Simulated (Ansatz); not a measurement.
Spectroscopic constants of MgSi, multiplicity 3 (lowest of 2S+1 = 1, 3 at CCSD(T)/def2-TZVPP on PBE0 minima; our sources give no spin for the ground state, which may be another). The T1 diagnostic near the minimum is 0.057, so single-reference values are doubtful.

D_e counts from the fitted minimum to each atom's lowest state at the same level, without counterpoise.

The values were computed with Ansatz (a quantum-chemistry and plane-wave program). Each number belongs to the level named beside it.

### Question
One of these levels gives 21.06 kcal/mol for the bond energy D_e. Which one is it?
A. PBE/def2-TZVPP
B. PBE0/def2-TZVPP
C. BHLYP/def2-TZVPP
D. B3LYP/def2-TZVPP

### Answer
D, B3LYP/def2-TZVPP. The others give 29.32 (PBE/def2-TZVPP), 26.53 (PBE0/def2-TZVPP), 17.33 (BHLYP/def2-TZVPP)

Doubts at one or more of the structures used: a spin-contaminated determinant (PBE0/def2-TZVPP, BHLYP/def2-TZVPP).
